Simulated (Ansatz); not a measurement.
CH3NO, SMILES `NC=O` (charge 0, multiplicity 1).

The numbers are results of PBE0/cc-pVTZ // PBE0-D3(BJ)/def2-TZVP (Ansatz, a quantum-chemistry and plane-wave program), not measurements.

Ansatz 0.2 input:
```yaml
crystal:
  periodic: [false, false, false]
  atoms:
    - { symbol: N, position_ang: [0.680227, -0.046181, 0.117609] }
    - { symbol: C, position_ang: [-0.648225, 0.047865, -0.108763] }
    - { symbol: O, position_ang: [-1.381466, 0.855284, 0.405825] }
    - { symbol: H, position_ang: [1.116639, 0.59377, 0.759718] }
    - { symbol: H, position_ang: [1.239085, -0.741149, -0.341945] }
    - { symbol: H, position_ang: [-1.006263, -0.709588, -0.832444] }
basis:
  gaussian: { orbitals: cc-pVTZ }
hamiltonian:
  xc: pbe0
```

Output:

```
Functional definition: PBE0
698 factors; their error is unknown
mean field evaluation 1: about -4614.2439 eV, gradient 5.6e1 eV
mean field evaluation 2: about -4608.4739 eV, gradient 7.9e1 eV
mean field evaluation 4: about -4619.6655 eV, gradient 4.1e0 eV
mean field evaluation 8: about -4619.6911 eV, gradient 2.1e-1 eV
mean field -4619.69120243 eV, -169.7705203501 hartree, gradient 1.4e-5 eV, S^2 0.000000; 0 other end points of the search recorded, 0 dependent functions left out
reference -4619.69122295 eV, -169.7705211044 hartree; 12, 12 occupied and 120, 120 virtual orbitals, 698 factors
Total energy: -4619.69122295 eV, -169.7705211044 hartree
```
